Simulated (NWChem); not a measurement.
System: AlHOClF; SMILES [OH][Al]([F])[Cl]

Input file for NWChem:

```
start job
memory heap 200 mb stack 900 mb global 1100 mb
geometry units angstroms noautosym nocenter noautoz
  Al    -0.053295     0.390083     0.000000
  F      1.326150     1.304637     0.000000
  Cl     0.111558    -1.678090     0.000000
  O     -1.579947     1.094978     0.000000
  H     -1.772362     2.033678     0.000000
end
basis spherical
  * library 6-311g**
end
dft
  xc b3lyp
  iterations 150
end
tddft
  cis
  ecut -17.5
  nroots 6
  notriplet
end
task tddft energy
```

Parts of the log:

```
             Northwest Computational Chemistry Package (NWChem) 7.3.0
             --------------------------------------------------------

                             Geometry "geometry" -> ""
                             -------------------------

 Output coordinates in angstroms (scale by  1.889725989 to convert to a.u.)

  No.       Tag          Charge          X              Y              Z
 ---- ---------------- ---------- -------------- -------------- --------------
    1 Al                  13.0000    -0.05329500     0.39008300     0.00000000
    2 F                    9.0000     1.32615000     1.30463700     0.00000000
    3 Cl                  17.0000     0.11155800    -1.67809000     0.00000000
    4 O                    8.0000    -1.57994700     1.09497800     0.00000000
    5 H                    1.0000    -1.77236200     2.03367800     0.00000000

 Effective nuclear repulsion energy (a.u.)     197.8454162446

                                 NWChem DFT Module
                                 -----------------

 Summary of "ao basis" -> "ao basis" (spherical)
 ------------------------------------------------------------------------------
       Tag                 Description            Shells   Functions and Types
 ---------------- ------------------------------  ------  ---------------------
 Al                         6-311g**                12       26   6s5p1d
 F                          6-311g**                 8       18   4s3p1d
 Cl                         6-311g**                12       26   6s5p1d
 O                          6-311g**                 8       18   4s3p1d
 H                          6-311g**                 4        6   3s1p

            General Information
            -------------------
          SCF calculation type: DFT
          Wavefunction type:  closed shell.
          No. of atoms     :     5
          No. of electrons :    48
           Alpha electrons :    24
            Beta electrons :    24
          Charge           :     0
          Spin multiplicity:     1
          Use of symmetry is: off; symmetry adaption is: off
          Maximum number of iterations: 150
          AO basis - number of functions:    94
                     number of shells:    44
          Convergence on energy requested:  1.00D-06
          Convergence on density requested:  1.00D-05
          Convergence on gradient requested:  5.00D-04

              XC Information
              --------------
                         B3LYP Method XC Potential
                     Hartree-Fock (Exact) Exchange  0.200
                        Slater Exchange Functional  0.800 local
                    Becke 1988 Exchange Functional  0.720 non-local
              Lee-Yang-Parr Correlation Functional  0.810
                  VWN I RPA Correlation Functional  0.190 local

             Grid Information
             ----------------
          Grid used for XC integration:  medium
          Radial quadrature: Mura-Knowles
          Angular quadrature: Lebedev.
          Tag              B.-S. Rad. Rad. Pts. Rad. Cut. Ang. Pts.
          ---              ---------- --------- --------- ---------
          Al                  1.25       88           9.0       590
          F                   0.50       49          10.0       434
          Cl                  1.00       88          11.0       590
          O                   0.60       49          10.0       434
          H                   0.35       45          11.0       434
          Grid pruning is: on
          Number of quadrature shells:   319
          Spatial weights used:  Erf1

      Superposition of Atomic Density Guess
      -------------------------------------

 Sum of atomic energies:        -876.03245407

      Non-variational initial energy
      ------------------------------

 Total energy =    -876.572520
 1-e energy   =   -1608.020108
 2-e energy   =     533.602172
 HOMO         =      -0.474108
 LUMO         =      -0.055091

   convergence    iter        energy       DeltaE   RMS-Dens  Diis-err
 ---------------- ----- ----------------- --------- --------- ---------
 d= 0,ls=0.0,diis     1   -878.4823695372 -1.08D+03  1.19D-02  1.84D+00
 d= 0,ls=0.0,diis     2   -878.3867251098  9.56D-02  7.56D-03  2.52D+00
 d= 0,ls=0.0,diis     3   -878.5857898745 -1.99D-01  1.51D-03  1.76D-01
 d= 0,ls=0.0,diis     4   -878.5983665128 -1.26D-02  6.18D-04  5.62D-03
 d= 0,ls=0.0,diis     5   -878.5989271233 -5.61D-04  1.42D-04  9.03D-04
  Resetting Diis
 d= 0,ls=0.0,diis     6   -878.5990061703 -7.90D-05  4.78D-05  8.23D-05
 d= 0,ls=0.0,diis     7   -878.5990130156 -6.85D-06  2.10D-05  3.12D-06
 d= 0,ls=0.0,diis     8   -878.5990127736  2.42D-07  1.16D-05  6.00D-06
 d= 0,ls=0.0,diis     9   -878.5990132991 -5.25D-07  1.92D-06  1.45D-07

         Total DFT energy =     -878.599013299053
      One electron energy =    -1611.394086840955
           Coulomb energy =      601.520750896599
    Exchange-Corr. energy =      -66.571093599336
 Nuclear repulsion energy =      197.845416244639

 Numeric. integr. density =       47.999996233243

                       DFT Final Molecular Orbital Analysis
                       ------------------------------------

 Vector   22  Occ=2.000000D+00  E=-3.572967D-01
              MO Center= -6.5D-01, -1.5D-01, -3.7D-09, r^2= 3.5D+00
   Bfn.  Coefficient  Atom+Function         Bfn.  Coefficient  Atom+Function
  ----- ------------  ---------------      ----- ------------  ---------------
    62      0.375557  3 Cl pz                83      0.302747  4 O  pz
    79      0.279233  4 O  pz                53     -0.225031  3 Cl pz
    65      0.210842  3 Cl pz                75      0.197931  4 O  pz
    59      0.164300  3 Cl pz                39     -0.099350  2 F  pz
    18      0.097064  1 Al pz                35     -0.087888  2 F  pz

 Vector   23  Occ=2.000000D+00  E=-3.423687D-01
              MO Center= -6.8D-01, -3.2D-01, -5.6D-08, r^2= 3.5D+00
   Bfn.  Coefficient  Atom+Function         Bfn.  Coefficient  Atom+Function
  ----- ------------  ---------------      ----- ------------  ---------------
    62      0.409133  3 Cl pz                83     -0.318803  4 O  pz
    79     -0.286480  4 O  pz                65      0.266594  3 Cl pz
    53     -0.249599  3 Cl pz                75     -0.204315  4 O  pz
    59      0.185217  3 Cl pz                56     -0.061106  3 Cl pz
    23     -0.059570  1 Al d -1              21     -0.045300  1 Al pz

 Vector   24  Occ=2.000000D+00  E=-3.414689D-01
              MO Center=  3.8D-02, -1.4D+00,  3.0D-08, r^2= 2.1D+00
   Bfn.  Coefficient  Atom+Function         Bfn.  Coefficient  Atom+Function
  ----- ------------  ---------------      ----- ------------  ---------------
    60      0.543931  3 Cl px                51     -0.326746  3 Cl px
    63      0.322591  3 Cl px                57      0.240747  3 Cl px
    38      0.088176  2 F  py                82     -0.083824  4 O  py
    81     -0.082604  4 O  px                54     -0.079725  3 Cl px
    34      0.077538  2 F  py                77     -0.076513  4 O  px

 Vector   25  Occ=0.000000D+00  E=-5.087688D-02
              MO Center= -1.6D-01,  4.8D-01, -1.3D-08, r^2= 4.6D+00
   Bfn.  Coefficient  Atom+Function         Bfn.  Coefficient  Atom+Function
  ----- ------------  ---------------      ----- ------------  ---------------
     6      1.223256  1 Al s                 50     -0.406882  3 Cl s
    80     -0.392040  4 O  s                 64     -0.361102  3 Cl py
    36     -0.241869  2 F  s                 17     -0.219959  1 Al py
    61     -0.207792  3 Cl py                 5      0.188723  1 Al s
    91      0.179224  5 H  s                  4     -0.170865  1 Al s

 Vector   26  Occ=0.000000D+00  E=-1.506145D-02
              MO Center= -5.2D-02,  4.0D-01,  8.2D-09, r^2= 4.8D+00
   Bfn.  Coefficient  Atom+Function         Bfn.  Coefficient  Atom+Function
  ----- ------------  ---------------      ----- ------------  ---------------
    21      0.545442  1 Al pz                18      0.500253  1 Al pz
    15      0.229195  1 Al pz                83     -0.224157  4 O  pz
    65     -0.217145  3 Cl pz                62     -0.173644  3 Cl pz
    39     -0.170928  2 F  pz                79     -0.136358  4 O  pz
    12     -0.119558  1 Al pz                35     -0.118040  2 F  pz

[...]

                                NWChem TDDFT Module
                                -------------------

            General Information
            -------------------
           No. of orbitals :     188
            Alpha orbitals :      94
             Beta orbitals :      94
        Alpha frozen cores :       0
         Beta frozen cores :       0
     Alpha frozen virtuals :       0
      Beta frozen virtuals :       0
         Spin multiplicity :       1
    Number of AO functions :      94
        Use of symmetry is : off
      Symmetry adaption is : off
         Schwarz screening :  0.10D-07

              XC Information
              --------------
                  B3LYP Method XC Potential
              Hartree-Fock (Exact) Exchange   0.20
                 Slater Exchange Functional   0.80 local
             Becke 1988 Exchange Functional   0.72 non-local
       Lee-Yang-Parr Correlation Functional   0.81
           VWN I RPA Correlation Functional   0.19 local

             TDDFT Information
             -----------------
          Calculation type : Tamm-Dancoff TDDFT
         Wavefunction type : Restricted singlets
          No. of electrons :      48
           Alpha electrons :      24
            Beta electrons :      24
              No. of roots :       6
          Max subspacesize :    5200
            Max iterations :     100
               Target root :       1
           Target symmetry : none
             Energy Cutoff :-0.18D+02
      Symmetry restriction : off
                 Algorithm : Optimal
        Davidson threshold :  0.10D-03

    6 smallest eigenvalue differences (eV)
--------------------------------------------------------
  No. Spin  Occ  Vir  Irrep   E(Occ)    E(Vir)   E(Diff)
--------------------------------------------------------
    1    1    4   25 a       -19.127    -0.051   519.099
    2    1    4   26 a       -19.127    -0.015   520.073
    3    1    4   27 a       -19.127     0.026   521.190
    4    1    4   28 a       -19.127     0.051   521.874
    5    1    4   29 a       -19.127     0.090   522.922
    6    1    4   30 a       -19.127     0.103   523.278
--------------------------------------------------------

  Entering Davidson iterations
  Restricted singlet excited states

  Iter   NTrls   NConv    DeltaV     DeltaE      Time
  ----  ------  ------  ---------  ---------  ---------
    1      6       0     0.88E-01   0.10+100       10.0
    2     12       0     0.11E-01   0.29E-02       10.0
    3     18       1     0.61E-03   0.16E-04       10.0
    4     23       6     0.47E-04   0.42E-07        9.9
  ----  ------  ------  ---------  ---------  ---------
  Convergence criterion met

  Ground state a        -878.599013299053 a.u.

  ----------------------------------------------------------------------------
  Root   1 singlet a             19.023836837 a.u.              517.6652 eV
  ----------------------------------------------------------------------------
     Transition Moments    X -0.02021   Y -0.00436   Z  0.00000
     Dipole Oscillator Strength                    0.0054208488
     Electric Quadrupole                           0.0002346358
     Magnetic Dipole                               0.0001827446
     Total Oscillator Strength                     0.0058382292

     Occ.    4  a   ---  Virt.   25  a       -0.99559
     Occ.    4  a   ---  Virt.   27  a       -0.06935
     Occ.    4  a   ---  Virt.   33  a        0.05097
  ----------------------------------------------------------------------------
  Root   2 singlet a             19.057673631 a.u.              518.5859 eV
  ----------------------------------------------------------------------------
     Transition Moments    X -0.00000   Y -0.00000   Z -0.02930
     Dipole Oscillator Strength                    0.0109085646
     Electric Quadrupole                           0.0004330509
     Magnetic Dipole                               0.0007063739
     Total Oscillator Strength                     0.0120479895

     Occ.    4  a   ---  Virt.   26  a       -0.99594
     Occ.    4  a   ---  Virt.   29  a        0.07705
  ----------------------------------------------------------------------------
  Root   3 singlet a             19.099548598 a.u.              519.7254 eV
  ----------------------------------------------------------------------------
     Transition Moments    X -0.01215   Y  0.03094   Z  0.00000
     Dipole Oscillator Strength                    0.0140687423
     Electric Quadrupole                           0.0006646372
     Magnetic Dipole                               0.0002882832
     Total Oscillator Strength                     0.0150216627

     Occ.    4  a   ---  Virt.   25  a       -0.06254
     Occ.    4  a   ---  Virt.   27  a        0.95571
     Occ.    4  a   ---  Virt.   28  a       -0.05404
     Occ.    4  a   ---  Virt.   30  a        0.27195
  ----------------------------------------------------------------------------
  Root   4 singlet a             19.137503951 a.u.              520.7582 eV
  ----------------------------------------------------------------------------
     Transition Moments    X  0.01415   Y  0.00953   Z  0.00000
     Dipole Oscillator Strength                    0.0037118794
     Electric Quadrupole                           0.0001533009
     Magnetic Dipole                               0.0002062008
     Total Oscillator Strength                     0.0040713810

     Occ.    4  a   ---  Virt.   27  a        0.06884
     Occ.    4  a   ---  Virt.   28  a        0.98981
     Occ.    4  a   ---  Virt.   30  a       -0.06088
     Occ.    4  a   ---  Virt.   31  a       -0.05308
     Occ.    4  a   ---  Virt.   32  a        0.05801
     Occ.    4  a   ---  Virt.   33  a       -0.05692
  ----------------------------------------------------------------------------
  Root   5 singlet a             19.177391735 a.u.              521.8436 eV
  ----------------------------------------------------------------------------
     Transition Moments    X  0.01380   Y -0.02434   Z  0.00000
     Dipole Oscillator Strength                    0.0100114476
     Electric Quadrupole                           0.0004617768
     Magnetic Dipole                               0.0001220359
     Total Oscillator Strength                     0.0105952603

     Occ.    4  a   ---  Virt.   27  a        0.26816
     Occ.    4  a   ---  Virt.   28  a       -0.07828
     Occ.    4  a   ---  Virt.   30  a       -0.94921
     Occ.    4  a   ---  Virt.   31  a       -0.05893
     Occ.    4  a   ---  Virt.   32  a       -0.09014
     Occ.    4  a   ---  Virt.   34  a       -0.05227
     Occ.    4  a   ---  Virt.   38  a       -0.05598
  ----------------------------------------------------------------------------
  Root   6 singlet a             19.180521353 a.u.              521.9288 eV
  ----------------------------------------------------------------------------
     Transition Moments    X -0.00000   Y  0.00000   Z  0.00293
     Dipole Oscillator Strength                    0.0001098236
     Electric Quadrupole                           0.0000024672
     Magnetic Dipole                               0.0000038543
     Total Oscillator Strength                     0.0001161451

     Occ.    4  a   ---  Virt.   26  a       -0.07774
     Occ.    4  a   ---  Virt.   29  a       -0.99665

              Target root =      1
          Target symmetry = none
      Ground state energy =   -878.599013299053
        Excitation energy =     19.023836837428
     Excited state energy =   -859.575176461624

  stored tddft:energy   -859.57517646162444
```

Level: B3LYP/6-311G** (spherical d), restricted-window TDA. The geometry was optimised at PBE0/def2-SVP. The quadrupole and magnetic terms of the printed total strengths depend on the origin.
